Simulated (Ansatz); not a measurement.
`O[Si](O)[SiH3]`, charge 0, multiplicity 2.

Question: Give a relaxed structure at PBE0-D4/def2-TZVP (the Gaussian-basis code of Ansatz). (Best estimate.)

Answer: Computed: 
```xyz
9

O    -0.463   -1.725    0.902
Si    0.526   -0.771   -0.028
O     0.236   -1.219   -1.585
Si    0.031    1.536    0.114
H    -0.248   -1.791    1.834
H     0.047   -2.147   -1.743
H     0.220    1.941    1.535
H     1.006    2.284   -0.723
H    -1.354    1.891   -0.306
```
This is one stationary point; other conformers may exist.
